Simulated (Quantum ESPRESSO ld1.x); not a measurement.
The numbers below are computed, except where a source is named.
Q: Ta37+, configuration [Kr] (the NIST ground configuration). Code: ld1.x of Quantum ESPRESSO 7.5. Model: scalar-relativistic Kohn-Sham, LDA (Slater exchange, Perdew-Zunger correlation), spin-polarised, spherical densities, point nucleus. Some entries of the table are withheld. Estimate them.

orbital  occ.  eigenvalue (hartree)  <r> (bohr)
1s          2              -2532.77     0.01867
2s          2              -484.153     0.07894
2p          6              -431.764     0.07053
3s          2              -154.433      0.2027
3p          6              -138.818      0.2021
3d         10              -121.021      0.1822
4s          2                   (1)      0.4124
4p          6                   (2)      0.4242

A: 
(1) 4s eigenvalue (hartree): -70.1278
(2) 4p eigenvalue (hartree): -64.3352
